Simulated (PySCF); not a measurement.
Isomers of C6H7FS.

All values: PBE0/pcSseg-1 (PySCF) at GFN2-xTB geometries, gas phase, one conformer each.

Question: Rank by LUMO energy, lowest first.
A. `[F:1][C@@H:2]1[CH2:3][CH:4]=[CH:5][C:6](=[S:7])[CH2:8]1` with F1–C2–C3–C4 -171°, C2–C3–C4–C5 22°, C4–C5–C6–S7 -179°, C5–C6–C8–C2 -33°
B. `[CH3:1][c:2]1[cH:3][cH:4][c:5]([CH2:6][F:7])[s:8]1` with C4–C5–C6–F7 -78°
C. `[CH:1]#[C:2][CH2:3][C@@H:4]([F:5])[S:6][CH:7]=[CH2:8]` with C2–C3–C4–F5 69°, C3–C4–S6–C7 176°, C4–S6–C7–C8 -175°
D. `[F:1]/[CH:2]=[C:3]1\[CH2:4][CH2:5][C:6](=[S:7])[CH2:8]1` with C2–C3–C4–C5 -156°, C3–C4–C5–C6 -22°, C4–C5–C6–S7 -167°, C5–C6–C8–C3 0°
E. `[F:1][CH2:2][CH2:3][c:4]1[cH:5][cH:6][cH:7][s:8]1` with F1–C2–C3–C4 -67°, C2–C3–C4–C5 88°

Answer: A (-2.69 eV), D (-2.16 eV), B (-0.69 eV), E (-0.41 eV), C (-0.03 eV).

Question: Rank by HOMO–LUMO gap, highest first.
A. `[CH:1]#[C:2][CH2:3][C@@H:4]([F:5])[S:6][CH:7]=[CH2:8]` with C2–C3–C4–F5 69°, C3–C4–S6–C7 176°, C4–S6–C7–C8 -175°
B. `[F:1][CH2:2][CH2:3][c:4]1[cH:5][cH:6][cH:7][s:8]1` with F1–C2–C3–C4 -67°, C2–C3–C4–C5 88°
C. `[F:1][C@@H:2]1[CH2:3][CH:4]=[CH:5][C:6](=[S:7])[CH2:8]1` with F1–C2–C3–C4 -171°, C2–C3–C4–C5 22°, C4–C5–C6–S7 -179°, C5–C6–C8–C2 -33°
D. `[CH3:1][c:2]1[cH:3][cH:4][c:5]([CH2:6][F:7])[s:8]1` with C4–C5–C6–F7 -78°
E. `[F:1]/[CH:2]=[C:3]1\[CH2:4][CH2:5][C:6](=[S:7])[CH2:8]1` with C2–C3–C4–C5 -156°, C3–C4–C5–C6 -22°, C4–C5–C6–S7 -167°, C5–C6–C8–C3 0°

Answer: A (6.61 eV), B (6.30 eV), D (6.06 eV), E (4.26 eV), C (3.76 eV).

Question: Rank by the lowest IAO charge on any atom, lowest value first.
A. `[F:1][C@@H:2]1[CH2:3][CH:4]=[CH:5][C:6](=[S:7])[CH2:8]1` with F1–C2–C3–C4 -171°, C2–C3–C4–C5 22°, C4–C5–C6–S7 -179°, C5–C6–C8–C2 -33°
B. `[CH3:1][c:2]1[cH:3][cH:4][c:5]([CH2:6][F:7])[s:8]1` with C4–C5–C6–F7 -78°
C. `[F:1]/[CH:2]=[C:3]1\[CH2:4][CH2:5][C:6](=[S:7])[CH2:8]1` with C2–C3–C4–C5 -156°, C3–C4–C5–C6 -22°, C4–C5–C6–S7 -167°, C5–C6–C8–C3 0°

Answer: B (-0.427 e), A (-0.328 e), C (-0.289 e).

All values together:

```csv
SMILES,μ (D),HOMO (eV),LUMO (eV),lowest IAO charge (e),highest IAO charge (e),lowest Hirshfeld charge (e),highest Hirshfeld charge (e)
F/C=C1\CCC(=S)C1,1.32,-6.43,-2.16,-0.289 (C),+0.181 (H),-0.138 (S),+0.059 (C/H)
FCCc1cccs1,1.21,-6.71,-0.41,-0.328 (F),+0.307 (S),-0.122 (F),+0.093 (S)
F[C@@H]1CC=CC(=S)C1,3.19,-6.45,-2.69,-0.328 (F),+0.191 (C),-0.132 (S),+0.069 (C)
C#CC[C@@H](F)SC=C,1.29,-6.64,-0.03,-0.336 (C),+0.204 (H),-0.115 (C),+0.094 (H)
Cc1ccc(CF)s1,2.35,-6.76,-0.69,-0.427 (C),+0.302 (S),-0.138 (F),+0.097 (S)
```

Conformers: `[F:1]/[CH:2]=[C:3]1\[CH2:4][CH2:5][C:6](=[S:7])[CH2:8]1` with C2–C3–C4–C5 -156°, C3–C4–C5–C6 -22°, C4–C5–C6–S7 -167°, C5–C6–C8–C3 0°; `[F:1][CH2:2][CH2:3][c:4]1[cH:5][cH:6][cH:7][s:8]1` with F1–C2–C3–C4 -67°, C2–C3–C4–C5 88°; `[F:1][C@@H:2]1[CH2:3][CH:4]=[CH:5][C:6](=[S:7])[CH2:8]1` with F1–C2–C3–C4 -171°, C2–C3–C4–C5 22°, C4–C5–C6–S7 -179°, C5–C6–C8–C2 -33°; `[CH:1]#[C:2][CH2:3][C@@H:4]([F:5])[S:6][CH:7]=[CH2:8]` with C2–C3–C4–F5 69°, C3–C4–S6–C7 176°, C4–S6–C7–C8 -175°; `[CH3:1][c:2]1[cH:3][cH:4][c:5]([CH2:6][F:7])[s:8]1` with C4–C5–C6–F7 -78°.
